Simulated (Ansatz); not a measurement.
Ideal-gas functions of FH4IOSi2 (`O[SiH](F)[SiH2]I`) at 500 K and 1 bar, from an Ansatz frequency run at PBE0-D4/def2-TZVP.

Molar mass 222.1 g/mol, point group C1 (symmetry number 1), electronic degeneracy 1, moments of inertia 159.796, 689.043, 738.247 u Å². Harmonic wavenumbers (cm⁻¹, unscaled): 36, 72, 149, 246, 316, 353, 373, 435, 462, 628, 739, 766, 830, 852, 900, 930, 964, 2228, 2245, 2263, 3857.

Use S(trans) = R[1.5 ln M + 2.5 ln T − 1.1517]; rotational temperatures θ = 24.2544 K / I; S(rot) = R[ln(√π/σ · √(T³/θAθBθC)) + 1.5]; for each mode x = 1.438777 ν̃/T, S = R[x/(eˣ − 1) − ln(1 − e⁻ˣ)] and H = RT x/(eˣ − 1); 1 cm⁻¹ = 0.0119627 kJ/mol; R = 8.31446 J/(mol·K).

By hand: the entropy, in J/(mol·K).

Translation 187.0. Rotation: θ = 0.1518, 0.0352, 0.0329 K, giving 130.7. Vibration, mode by mode: 27.17, 21.42, 15.42, 11.36, 9.39, 8.53, 8.11, 6.97, 6.53, 4.44, 3.45, 3.25, 2.81, 2.67, 2.40, 2.24, 2.07, 0.10, 0.10, 0.09, 0.00, in all 138.5. Electronic 0.0. Sum 456.2 J/(mol·K).

By hand: H − E and G − E in kJ/mol, counted from the electronic energy.

Zero-point energy ½ × 19644 × 0.0119627 = 117.5; thermal vibration 33.6; translation, rotation and pV give 4 RT = 16.6. H − E = 167.7 kJ/mol, and G − E = 167.7 − 500 × 456.2/1000 = -60.4 kJ/mol.

Vibration gives 30 % of the entropy, 64.0 J/(mol·K) of it from the modes under 150 cm⁻¹: soft modes count most, and the harmonic formula is weakest for them. The sum counts one conformer and one mirror image; others add a mixing term.
